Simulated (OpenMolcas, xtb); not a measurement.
**C2H4O2Si (SMILES C=C1O[SiH2]O1): methods side by side**

The species is C2H4O2Si (9 atoms), meant as a singlet with charge 0. SMILES: `C=C1O[SiH2]O1`. Geometry: relaxed at PBE0-D4/def2-TZVP.

Quantity: the vertical energy of the triplet above the singlet, in eV. The values are calculated.

```json
{"level": "GFN0-xTB", "kind": "semi-empirical", "program": "xtb", "value (eV)": "4.59", "CPU time (all runs)": "under 2 s"}
{"level": "GFN1-xTB", "kind": "semi-empirical", "program": "xtb", "value (eV)": "5.71", "CPU time (all runs)": "under 2 s"}
{"level": "HF/cc-pVDZ", "kind": "Hartree–Fock", "program": "OpenMolcas", "value (eV)": "5.21", "CPU time (all runs)": "29 s"}
{"level": "SVWN5/cc-pVDZ", "kind": "LDA", "program": "OpenMolcas", "value (eV)": "5.05", "CPU time (all runs)": "1.8 min"}
{"level": "revPBE/cc-pVDZ", "kind": "GGA", "program": "OpenMolcas", "value (eV)": "4.43", "CPU time (all runs)": "4.3 min"}
{"level": "M06-L/cc-pVDZ", "kind": "meta-GGA", "program": "OpenMolcas", "value (eV)": "4.88", "CPU time (all runs)": "5.2 min"}
{"level": "r2SCAN/cc-pVDZ", "kind": "meta-GGA", "program": "OpenMolcas", "value (eV)": "4.61", "CPU time (all runs)": "4.7 min"}
{"level": "B3LYP/cc-pVDZ", "kind": "global hybrid", "program": "OpenMolcas", "value (eV)": "4.73", "CPU time (all runs)": "3.6 min"}
```

The values span 4.43 to 5.71 eV. GFN0-xTB, GFN1-xTB: no spin polarisation, so open shells miss the exchange term that lowers them. The upper state's dipole differs much between rows, so they may not all be the same state. CPU times are rough (shared hosts, several kinds of processor and program).
